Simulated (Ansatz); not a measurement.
Consider the cleavage of the Si–Si bond: `F[SiH](F)[SiH3]` + `BN` → `BN[SiH](F)F` + SiH₄.

Gas-phase electronic energies from Ansatz, PBE0-D4/def2-TZVP geometries. CCSD(T)/CBS adds triple-zeta CCSD(T) − MP2 to the extrapolated MP2 energy (def2 sets, frozen cores). This one scheme is used for every species. Functionals use def2-TZVPP. HSE06 is defined as in plane-wave codes. One conformer a species, not always the lowest.

(1) Is it downhill or uphill in electronic energy at CCSD(T)/CBS, and by how much? (Estimate.)

(2) What do these levels give: LDA (SPW92), r2SCAN-D4, B97M-V, r2SCANh-D4, ωB97X-V, ωB97M-V, B2PLYP, HSE06, HF/def2-QZVPP, SCS-MP2/def2-QZVPP, HF/CBS(def2), CCSD/CBS(def2)? (An estimate is asked.)

(3) What do rigid-rotor, harmonic-oscillator terms from PBE0-D4/def2-TZVP frequencies (298.15 K, 1 bar) make of the CCSD(T)/CBS value? (Estimate.)

Largest T1 diagnostic among the species: 0.013.

## Answers

(1) Computed: Downhill: ΔE = -0.83 eV.

(2) The calculation gave: LDA (SPW92) -0.63, r2SCAN-D4 -0.75, B97M-V -0.76, r2SCANh-D4 -0.77, ωB97X-V -0.77, ωB97M-V -0.84, B2PLYP -0.82, HSE06 -0.66, HF/def2-QZVPP -0.99, SCS-MP2/def2-QZVPP -0.91, HF/CBS(def2) -1.00, CCSD/CBS(def2) -0.85 eV.

(3) The calculation gave: ΔZPE = -0.07 eV, ΔH = -0.90 eV, ΔS = -20 J/(mol·K), ΔG = -0.84 eV. Modes under 50 cm⁻¹ make the entropy rough.

Leaving LDA and LC-ωPBE aside and taking each functional with its dispersion term where it has one, the values, not all of them listed here, spread over 0.29 eV, from BHLYP-D4 to PBE-D4. LDA lies −0.08 eV from PBE without D4. From PBE to PBE0 (25 % exact exchange), in def2-TZVPP and without D4, ΔE moves by −0.10 eV.
